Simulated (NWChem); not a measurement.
Molecule: C₂H₄BNO; SMILES C#CB(N)O

```xyz
9

C     -0.0154    -2.2903     0.0000
C     -0.0212    -1.0767     0.0000
B      0.0159     0.4673     0.0000
N     -1.1781     1.2098     0.0000
O      1.2137     1.1507     0.0000
H     -0.0178    -3.3576     0.0000
H     -2.0921     0.7852     0.0000
H     -1.1787     2.2202     0.0000
H      1.9653     0.5436     0.0000
```
Atoms are numbered in this order, from 1.

All runs: NWChem. All runs use the structure optimised with B3LYP/6-31G* (spherical d). Hybrids' shares of exact exchange are those that their runs print; pure functionals count as 0. The functionals differ in more than this share.

```
row                                    share of exact exchange  orbital gap (eV)
-------------------------------------  -----------------------  ----------------
PBE/def2-TZVP                                             0.00              5.18
LDA (Slater exchange, VWN5)/def2-TZVP                     0.00              5.12
B3LYP/def2-TZVP                                           0.20              7.03
PW6B95/def2-TZVP                                          0.28          withheld
Hartree-Fock/def2-TZVP                                    1.00             14.01
```

Problem. Fit a straight line of the last column on the one before it, predict the withheld value, and compare with the run.

Solution. 
1. Means of the 4 shown rows: x = 0.300, y = 7.835. Slope Σ(x − x̄)(y − ȳ)/Σ(x − x̄)² = 6.014/0.6800 = 8.844; intercept 5.182.
2. The shown rows scatter about the line by 0.051 (root mean square); the largest residual is +0.08, at B3LYP/def2-TZVP.
3. At x = 0.28 (PW6B95/def2-TZVP; inside the shown range) the line gives 7.66.
4. The run gives 7.66, 0.00 from the line, 0.0 times the scatter.
